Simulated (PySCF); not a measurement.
**Stretching FeSi**

Set-up: basis Fe def2-TZVPP, Si def2-TZVPP; no relativity; PySCF 2.14. Energies in eV from Fe (3d6 4s2) + Si in their ground configurations at the same level. State: triplet, unpaired electrons σ ↑, δ ↑.

Curves on a restricted Hartree–Fock reference rise too fast on stretching and do not dissociate correctly.

| R (Å) | ROHF-CCSD(T) |
| --- | --- |
| 2.036 | -1.616 |
| 2.126 | -1.741 |
| 2.194 | -1.807 |
| 2.262 | -1.894 |
| 2.330 | -2.049 |
| 2.420 | -2.448 |
| 2.533 | -3.463 |

Correlated steps freeze 10 core orbitals. The CCSD T1 diagnostic is raised, a sign that a single reference may not be enough here. The state is the lowest single determinant that the PBE0 search found; with open d or f shells the true ground state can be another one.
